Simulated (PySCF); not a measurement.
Zn(Br)(Me) (CH₃BrZn), SMILES [CH3][Zn][Br]. Geometry optimised at PBE-D3(BJ)/def2-SVP. The structure was generated by enumeration; whether it is a known compound was not checked.

Computed equilibrium geometry at PBE-D3(BJ)/def2-SVP (PySCF confirms it by a frequency run) as a Z-matrix, and its point group:
point group C3v.
```
C
H 1 1.1084
H 1 1.1084 2 108.40
H 1 1.1084 2 108.40 3 -117.46
Zn 1 1.9335 2 110.53 3 121.27
Br 5 2.2596 4 155.91 1 -180.00
```
